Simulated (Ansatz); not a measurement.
Geometry optimisation, Ansatz 0.2.0, DFT PBE-D3(BJ), scalar-relativistic, plane waves, PAW.

input.yaml

```yaml
crystal:
  lattice:
    - [10.86, 0.0, 0.0]
    - [0.0, 10.86, 0.0]
    - [0.0, 0.0, 10.86]
  atoms:
    - { symbol: Si, position: [0.5000319, -0.0023436, -0.0038477] }
    - { symbol: Si, position: [0.6278343, 0.1281492, 0.1226404] }
    - { symbol: Si, position: [0.7510812, 0.2467643, 0.0008031] }
    - { symbol: Si, position: [0.8701068, 0.3769012, 0.1287244] }
    - { symbol: Si, position: [0.7547781, 0.0025685, 0.247464] }
    - { symbol: As, position: [0.8786674, 0.1269921, 0.376766], spin: 1.0 }
    - { symbol: Si, position: [0.0014427, 0.0017501, 0.0019899] }
    - { symbol: Si, position: [0.1265765, 0.1269925, 0.1291009] }
    - { symbol: Si, position: [0.2507729, 0.2558226, -0.0009569] }
    - { symbol: Si, position: [0.372266, 0.3781937, 0.1229958] }
    - { symbol: Si, position: [0.4967688, 0.5027507, 0.0030304] }
    - { symbol: Si, position: [0.6288703, 0.6259456, 0.1245109] }
    - { symbol: Si, position: [0.753182, 0.7500816, -0.000929] }
    - { symbol: Si, position: [0.8732221, 0.8780374, 0.1240821] }
    - { symbol: Si, position: [0.2506796, -0.001899, 0.2507603] }
    - { symbol: Si, position: [0.3743488, 0.1236602, 0.3728056] }
    - { symbol: Si, position: [0.4932458, 0.2505527, 0.2527773] }
    - { symbol: Si, position: [0.6261455, 0.3765884, 0.3775412] }
    - { symbol: Si, position: [0.7512032, 0.5032445, 0.2480344] }
    - { symbol: Si, position: [0.8709156, 0.6307328, 0.37141] }
    - { symbol: Si, position: [0.5029868, -0.0021462, 0.5004528] }
    - { symbol: Si, position: [0.6217359, 0.1264724, 0.6213223] }
    - { symbol: Si, position: [0.7523194, 0.2483134, 0.4979128] }
    - { symbol: Si, position: [0.8724954, 0.375384, 0.626468] }
    - { symbol: Si, position: [0.7529514, -0.0005508, 0.748481] }
    - { symbol: Si, position: [0.8751837, 0.1256429, 0.8800443] }
    - { symbol: Si, position: [0.0015361, 0.5048722, -0.0026906] }
    - { symbol: Si, position: [0.1223197, 0.6282323, 0.126311] }
    - { symbol: Si, position: [0.2509666, 0.7510672, -0.0016189] }
    - { symbol: Si, position: [0.370062, 0.871761, 0.1296574] }
    - { symbol: Si, position: [0.0011716, 0.2468328, 0.2470443] }
    - { symbol: Si, position: [0.128977, 0.3759411, 0.3732575] }
    - { symbol: Si, position: [0.2526189, 0.5015782, 0.2535454] }
    - { symbol: Si, position: [0.3721121, 0.6252481, 0.3745167] }
    - { symbol: Si, position: [0.5018039, 0.746004, 0.247408] }
    - { symbol: Si, position: [0.6200143, 0.8782585, 0.3767886] }
    - { symbol: Si, position: [0.1249314, 0.1261828, 0.6223794] }
    - { symbol: Si, position: [0.2495409, 0.2506679, 0.501218] }
    - { symbol: Si, position: [0.3742693, 0.3748588, 0.6252843] }
    - { symbol: Si, position: [0.4949802, 0.5007299, 0.4992851] }
    - { symbol: Si, position: [0.6249997, 0.6254923, 0.6228625] }
    - { symbol: Si, position: [0.7510856, 0.7464332, 0.5012781] }
    - { symbol: Si, position: [0.8740559, 0.8714596, 0.6213278] }
    - { symbol: Si, position: [0.249675, -0.0009148, 0.7552196] }
    - { symbol: Si, position: [0.3705345, 0.1249124, 0.8765477] }
    - { symbol: Si, position: [0.5021756, 0.247419, 0.7505947] }
    - { symbol: Si, position: [0.6275717, 0.3741664, 0.8730547] }
    - { symbol: Si, position: [0.7496706, 0.5005052, 0.7498308] }
    - { symbol: Si, position: [0.8716384, 0.6239257, 0.8731613] }
    - { symbol: Si, position: [-0.0023233, 0.7488948, 0.251056] }
    - { symbol: Si, position: [0.1226671, 0.8745956, 0.3778489] }
    - { symbol: Si, position: [-0.0070892, 0.501173, 0.4995861] }
    - { symbol: Si, position: [0.1290758, 0.6268449, 0.6250362] }
    - { symbol: Si, position: [0.2479302, 0.749676, 0.5025529] }
    - { symbol: Si, position: [0.3771566, 0.878729, 0.6262121] }
    - { symbol: Si, position: [-0.0023957, 0.249865, 0.7515079] }
    - { symbol: Si, position: [0.1249376, 0.3763647, 0.8737675] }
    - { symbol: Si, position: [0.2539743, 0.4999077, 0.748361] }
    - { symbol: Si, position: [0.378117, 0.6282298, 0.8754516] }
    - { symbol: Si, position: [0.4993427, 0.7484147, 0.7483407] }
    - { symbol: Si, position: [0.6287334, 0.871011, 0.8755735] }
    - { symbol: Si, position: [-0.0012182, 0.750359, 0.745602] }
    - { symbol: Si, position: [0.1230287, 0.8757975, 0.8742122] }
magnetization:
  spin_polarized: true
basis:
  ecutwfc: 420.0
kpoints:
  mp_grid: { grid: [1, 1, 1] }
hamiltonian:
  xc: pbe
  dispersion: d3bj
  pseudopotentials: { kind: paw, azcp: { folder: soft_1 } }
scf:
  occupations: { method: fermi_dirac, width: 0.02 }
  lower_state_search: "off"
relax:
  f_tol: 0.03
  max_steps: 60
  adjacent_minimum: "off"
output:
  write_density: true
  write_potential: true
  elf: true
  volumetric_format: npy
```

Launched with:

```bash
$ ansatz run input.yaml --threads 4 --pin off --max-ram 10240MiB --backend cpu --events-out ev --progress --plain --runs-dir out
```

Problem. Where does it end, and by what steps?

Solution. The run converged. Limits of this set-up: coarse k mesh. After 4 steps the energy has fallen by 1.244 eV; As6 moved furthest, 0.23 Å.

| step | energy less start (eV) | largest force component (eV/Å) | accepted |
| --- | --- | --- | --- |
| 0 | 0.0000 | 1.387 | yes |
| 1 | -1.1476 | 0.356 | yes |
| 2 | -1.2223 | 0.218 | yes |
| 3 | -1.2148 | 0.251 | no |
| 4 | -1.2439 | 0.020 | yes |

```xyz
63
Lattice="10.8600 0.0000 0.0000 0.0000 10.8600 0.0000 0.0000 0.0000 10.8600" Properties=species:S:1:pos:R:3
Si 5.428 0.007 -0.001
Si 6.779 1.380 1.351
Si 8.134 2.729 -0.018
Si 9.482 4.084 1.349
Si 8.140 0.046 2.712
As 9.646 1.217 4.219
Si -0.004 0.008 -0.012
Si 1.330 1.361 1.369
Si 2.701 2.713 0.001
Si 4.059 4.084 1.352
Si 5.427 5.438 -0.003
Si 6.782 6.804 1.352
Si 8.151 8.163 -0.002
Si 9.501 9.535 1.367
Si 2.668 0.014 2.754
Si 4.062 1.364 4.072
Si 5.410 2.727 2.706
Si 6.779 4.083 4.052
Si 8.136 5.451 2.706
Si 9.500 6.800 4.069
Si 5.418 0.009 5.426
Si 6.796 1.363 6.763
Si 8.139 2.725 5.389
Si 9.501 4.069 6.761
Si 8.182 0.017 8.099
Si 9.500 1.366 9.495
Si -0.003 5.436 -0.002
Si 1.354 6.807 1.376
Si 2.714 8.150 0.008
Si 4.055 9.510 1.377
Si -0.044 2.723 2.711
Si 1.330 4.065 4.071
Si 2.701 5.437 2.723
Si 4.072 6.791 4.078
Si 5.426 8.161 2.721
Si 6.795 9.533 4.071
Si 1.327 1.267 6.761
Si 2.665 2.682 5.421
Si 4.056 4.057 6.783
Si 5.427 5.435 5.426
Si 6.806 6.807 6.784
Si 8.180 8.196 5.416
Si 9.593 9.535 6.758
Si 2.710 -0.008 8.142
Si 4.073 1.357 9.507
Si 5.425 2.712 8.133
Si 6.780 4.082 9.489
Si 8.151 5.437 8.132
Si 9.506 6.791 9.504
Si -0.013 8.195 2.749
Si 1.324 9.535 4.167
Si -0.004 5.445 5.425
Si 1.363 6.781 6.792
Si 2.709 8.156 5.442
Si 4.081 9.503 6.792
Si -0.012 2.684 8.098
Si 1.353 4.057 9.487
Si 2.715 5.426 8.146
Si 4.077 6.789 9.507
Si 5.437 8.150 8.143
Si 6.807 9.509 9.486
Si 0.011 8.154 8.137
Si 1.362 9.500 9.511
```

Run time: 2.4 min on 4 threads of Arm Neoverse V2 (shared host), peak memory 1.7 GiB.
